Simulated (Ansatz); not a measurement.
Two isomers of C10H20: A = `C=CCCCCCCCC`, B = `CC(C)(C)/C=C/C(C)(C)C`.

Program: Ansatz. Geometries: PBE0-D4/def2-TZVP. ΔE: electronic, gas phase. CCSD(T)/CBS adds triple-zeta CCSD(T) − MP2 to the extrapolated MP2 energy (def2 sets, frozen cores). DFT in def2-TZVPP. B3LYP here is the variant with VWN-RPA as its local correlation; programs differ in this. One conformer a species, not always the lowest.

**Question.** Which is lower in electronic energy at CCSD(T)/CBS, and by how much? (An estimate is asked.)

**Answer.** The calculation gave: B, by 39.3 kJ/mol.

**Question.** Give E(B) − E(A) in kJ/mol with r2SCAN-D4, HF/def2-TZVPP, B3LYP-D4, B3LYP, B2PLYP, PBE0-D4, CCSD(T)/def2-TZVPP. (An estimate is asked.)

**Answer.** The calculation gave: r2SCAN-D4 -38.7, HF/def2-TZVPP -9.7, B3LYP-D4 -32.4, B3LYP -17.2, B2PLYP -30.4, PBE0-D4 -33.1, CCSD(T)/def2-TZVPP -41.3. None reverses the order clearly.

Largest T1 diagnostic: 0.009.

The D4 term adds −15.1 kJ/mol with B3LYP and −8.2 kJ/mol with PBE0; it sums over pairs of atoms, weighted by their polarisabilities, and B3LYP, whose exchange is more repulsive, gets the larger term. In def2-TZVPP, CCSD(T) changes the Hartree–Fock value by −31.6 kJ/mol (the triples alone add −6.2 kJ/mol) and MP2 by −43.8 kJ/mol.
